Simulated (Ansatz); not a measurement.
Coupled-cluster diagnostics for MgBr2 (the lowest singlet isomer of a short search), Ansatz.

Geometry of the singlet (PBE-D4/def2-TZVP):

```
atom    x (Å)    y (Å)    z (Å)
 Mg1   0.0062  -0.0051   0.0043
 Br2  -1.4940  -1.7938   0.0382
 Br3   1.4877   1.7989  -0.0425
```

Correlated methods freeze 19 core orbitals; core or outer-core shells of Mg, Br are correlated, in sets that lack core-valence functions. In the triplet, Br2 and Br3 lie 2.96 Å apart (atoms count from 1), so these atoms are partly bonded to each other. At PBE0-D4/def2-TZVP a singlet of charge 0 lies 3.16 eV below the triplet, each at its own geometry. At PBE0-D4/def2-TZVP a singlet of charge 0 lies 9.30 eV below the quintet, each at its own geometry. The structure comes from a short search, and lower isomers may exist.

Geometry of the charge 0 triplet (PBE-D4/def2-TZVP):

Cartesian coordinates in Å:
```
Mg -0.300 -0.631 -1.222
Br -0.025 1.638 -0.028
Br 0.325 -1.007 1.250
```

Geometry of the charge 0 quintet (PBE-D4/def2-TZVP):

```
atom    x (Å)    y (Å)    z (Å)
 Mg1  -0.0002  -0.0001   0.0000
 Br2  -0.3351  -0.1923  -3.1041
 Br3   0.3353   0.1924   3.1040
```

**Question.** Estimate the CCSD(T) correlation energy, the shares of MP2 and (T), T1 and the reference's ⟨S²⟩ for: charge 0, singlet, own geometry in def2-TZVPP; charge 0, triplet, own geometry in def2-TZVPP; charge 0, quintet, own geometry in def2-TZVPP; charge 1, doublet, vertical in def2-TZVPP; and the rough time on 4 threads of Arm Neoverse V1 on a shared host.

**Answer.** 
| state | basis | correlation (eV) | MP2 share (%) | (T) share (%) | T1 | ⟨S²⟩ (pure) | wall time |
| --- | --- | --- | --- | --- | --- | --- | --- |
| charge 0, singlet, own geometry | def2-TZVPP | -20.948 | 95.2 | 2.7 | 0.006 | 0.00 (0.00) | 8.5 s |
| charge 0, triplet, own geometry | def2-TZVPP | -20.722 | 94.7 | 2.8 | 0.009 | 2.02 (2.00) | 21 s |
| charge 0, quintet, own geometry | def2-TZVPP | -19.265 | 93.5 | 2.3 | 0.006 | 6.02 (6.00) | 21 s |
| charge 1, doublet, vertical | def2-TZVPP | -20.041 | 94.5 | 2.5 | 0.013 | 0.76 (0.75) | 33 s |
Customary marks for T1 are 0.02 (closed shells), 0.045 (open shells) and about 0.05 (3d metals). T1 stays under 0.02 throughout.
